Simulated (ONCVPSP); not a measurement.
# Which change was made? (Bi, ONCV)

- Element: bismuth (Bi)
- Generator: ONCVPSP 4.0.1
- Type: optimised norm-conserving Vanderbilt (ONCV)
- Functional: PBE
- Relativity: scalar-relativistic
- Frozen core: [Xe] 4f14
- Valence charge: 15
- Reference configuration: 5d10 6s2 6p3
- Partial waves: 6s: rc 2.00 bohr, ncon 4, nbas 8, qcut 3.4 1/bohr, 2 projectors, debl 2.4 Ha; 6p: rc 2.25 bohr, ncon 4, nbas 9, qcut 3.6 1/bohr, 2 projectors, debl 0.7 Ha; 5d: rc 1.60 bohr, ncon 5, nbas 9, qcut 10.1 1/bohr, 2 projectors, debl 1.9 Ha; f scattering state at 0.06 Ha: rc 2.10 bohr, ncon 4, nbas 8, qcut 4.7 1/bohr, 1 projector
- Local potential: polynomial inside 1.05 bohr (lpopt 5, dvloc0 0 Ha)
- Core correction: Teter function, fcfact 3, rcfact 1.65

Cutoffs, loose and tight: the cutoffs (Ha) at which the residual kinetic energy of the hardest occupied pseudo-wave falls to 1 and 0.1 mHa per electron. They do not see the model core or the augmentation charge, which bear on the density cutoff. Test errors are all-electron minus pseudo excitation energies from the reference, over the configurations 5d10 6s2 6p2; 5d10 6s2 6p1; 5d10 6s2 6p0; 5d10 6s1 6p3; variants that change the core or the reference have their own tests.

The base gives: outcome: generated; cutoff, loose: 27 Ha; cutoff, tight: 38 Ha; bound ghosts: s, p; GHOST(+) flags above zero: s, f; largest test error (meV): -88.

(1) After one change the result is: outcome: generated; cutoff, loose: 27 Ha; cutoff, tight: 38 Ha; bound ghosts: s, p; GHOST(+) flags above zero: s, f; largest test error (meV): -18. Which change was it?
A. core correction Teter function, fcfact 6, rcfact 1.05
B. functional LDA (Perdew-Zunger)
C. core correction Teter function, fcfact 7.7, rcfact 1.65

Answers

(1) A. The others give: functional LDA (Perdew-Zunger) → outcome: generated; cutoff, loose: 27 Ha; cutoff, tight: 39 Ha; bound ghosts: s, p; GHOST(+) flags above zero: s, f; largest test error (meV): -50 | core correction Teter function, fcfact 7.7, rcfact 1.65 → outcome: generated; cutoff, loose: 27 Ha; cutoff, tight: 38 Ha; bound ghosts: s, p; GHOST(+) flags above zero: s, f; largest test error (meV): -196.
